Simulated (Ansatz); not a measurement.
Isomers of C2H4Cl2, B3LYP-D3(BJ)/def2-TZVP minima from an xTB search, which can miss the lowest.
Isomer 1, SMILES ClCCCl (charge 0, multiplicity 1):
```xyz
8

Cl    -1.8053     0.9198     0.7834
C     -0.7151    -0.2282    -0.0823
C      0.7151     0.2282     0.0823
Cl     1.8053    -0.9198    -0.7834
H     -0.8734    -1.2117     0.3507
H     -1.0158    -0.2334    -1.1260
H      0.8734     1.2117    -0.3507
H      1.0158     0.2333     1.1260
```
Isomer 2, SMILES CC(Cl)Cl (charge 0, multiplicity 1, Z-matrix in Å and degrees):
```
C
H 1 1.0842
C 1 1.5083 2 112.86
H 3 1.0888 1 110.46 2 180.00
H 3 1.0903 4 109.02 1 -120.45
H 3 1.0903 4 109.02 5 -119.09
Cl 1 1.7967 2 105.83 3 121.45
Cl 1 1.7967 2 105.83 3 -121.45
```

Correlated levels freeze the cores.

Codes used: Ansatz (a quantum-chemistry and plane-wave program). 

The energy of isomer 2 above isomer 1 is E(isomer 2) − E(isomer 1). Total energies (hartree):

```tsv
level	isomer 2	isomer 1
HF/cc-pV(T+d)Z	-997.1322481	-997.1371062
CCSD(T)/cc-pV(T+d)Z	-997.9452180	-997.9462996
HF/cc-pV(Q+d)Z	-997.1445877	-997.1494017
CCSD(T)/cc-pV(Q+d)Z	-998.0163463	-998.0173339
```

### Question
Work out the energy of isomer 2 above isomer 1 at the basis-set limit: extrapolate the CCSD(T) correlation part as X⁻³, take Hartree–Fock from the larger set.

### Answer

1. Differences (1 hartree = 627.509 kcal/mol): HF/cc-pV(T+d)Z 3.049; CCSD(T)/cc-pV(T+d)Z 0.679; HF/cc-pV(Q+d)Z 3.021; CCSD(T)/cc-pV(Q+d)Z 0.620.
2. Correlation parts, CCSD(T) less HF: -2.370 in cc-pV(T+d)Z (X = 3), -2.401 in cc-pV(Q+d)Z (X = 4).
3. Limit (4³·(-2.401) − 3³·(-2.370))/(4³ − 3³) = -2.424; with HF/cc-pV(Q+d)Z it gives 0.597.
Result: 0.60 kcal/mol, against 0.68 at CCSD(T)/cc-pV(T+d)Z. It is an estimate of this method's limit, not of the exact value.
